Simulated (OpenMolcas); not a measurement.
**W4+: ligand-field states by method**

W4+ with 6 ligands (water) in octahedral coordination (Th) at 2.02 Å. Ligand basis ANO-RCC-VDZP.

| Quantity | Value |
| --- | --- |
| Program | OpenMolcas 26.06 |
| Basis | ANO-RCC-VTZP [8s7p5d3f2g1h] |
| Scalar Hamiltonian | DKH2, point nucleus |
| Active space | 2 electrons in 5 orbitals (5d) |
| State averaging | 2S+1 = 3 even, 10 roots; 2S+1 = 1 even, 15 roots |
| Spin-orbit coupling | state interaction with AMFI integrals over the reference wave functions |

I. CASSCF
II. SS-CASPT2, IPEA 0.25 Eh, imaginary shift 0.1 Eh (the lowest 17 gerade and 15 ungerade orbitals frozen, chosen by energy and not by shell, so the metal 5p can be frozen and 4f correlated)

Spin-free states (labels of O, taken over from Oh, the nearest higher group) in cm-1, each column counted from its own energy of the first state listed:

```tsv
State	Degeneracy	I	II
3T1	3	0	0
1T2	3	9664	7170
1E	2	9955	7530
1A1	1	22771	17590
3T2	3	36551	36420
3T1	3	44958	42630
1T2	3	47009	43880
1T1	3	49572	46420
3A2	1	74557	74480
1E	2	85390	81700
1A1	1	97138	90380
```

From I to II, I's first state of the same spin (3T2) moves from 36551 to 36420 cm-1, by about -130 cm-1.

From I to II, I's first state of another spin (1T2) moves from 9664 to 7170 cm-1, by about -2500 cm-1.

I: A least-squares ligand-field fit to the states below 45000 cm-1, each weighted by its degeneracy and with a free common offset, gives 10Dq = 38189 cm-1, B = 671 cm-1 and C = 2745 cm-1 (C/B = 4.09), with an rms deviation of 62 cm-1. The same method and metal basis give the free ion B = 803 cm-1 (fit to its terms below 60000 cm-1, rms deviation 19 cm-1), so the nephelauxetic ratio is β = 671 / 803 = 0.84; it hangs on how both fits weigh the states, and computed free-ion B values tend to be too large, so β mixes covalency with correlation.

II: A least-squares ligand-field fit to the states below 45000 cm-1, each weighted by its degeneracy and with a free common offset, gives 10Dq = 37284 cm-1, B = 520 cm-1 and C = 1936 cm-1 (C/B = 3.73), with an rms deviation of 243 cm-1. The same method and metal basis give the free ion B = 790 cm-1 (fit to its terms below 60000 cm-1, rms deviation 602 cm-1), so the nephelauxetic ratio is β = 520 / 790 = 0.66; it hangs on how both fits weigh the states, and computed free-ion B values tend to be too large, so β mixes covalency with correlation.

From I to II, 10Dq changes by -2 %, B by -22 % and C by -29 %.

χT at 300 K: I 0.16, II 0.15 cm3 K/mol.

The states above are spin-free; spin-orbit coupling is strong here and shifts and splits them by thousands of cm-1.

Roots that are degenerate in the reference are averaged as groups; the widest CASPT2 spread within a group is 520 cm-1 (the 3-fold group of multiplicity 1 near 46400 cm-1 above the lowest state of its run, II). Shifts and gaps below about the spread of the groups concerned are not significant. Over all roots computed the reference weight is 0.70 to 0.71 in II; a low but even weight reflects the number of correlated electrons. An orbital triplet at a regular site is open to Jahn-Teller coupling, which can distort the site and quench the lowest spin-orbit gaps and is left out. The least metal-like active orbital is 75 % on the metal (Löwdin) and no ligand orbital is active, so the numbers are rough. Ligand-to-metal charge-transfer states are missing. With no ligand orbital active B as a rule stays too high, so bands that hang on it stand too high and its fall with covalency is understated. Without dynamic correlation the repulsion within the d shell is too large (B by tens of per cent), so at a given field states of lower spin stand too high (holds for I). With metal d orbitals alone the field can be off either way by tens of per cent (holds for I). With one d shell and no ligand orbital active, 10Dq can be off by a tenth or more (holds for II). No measured value stands beside these numbers; the geometry was imposed, not optimised, and the real ion may take another.
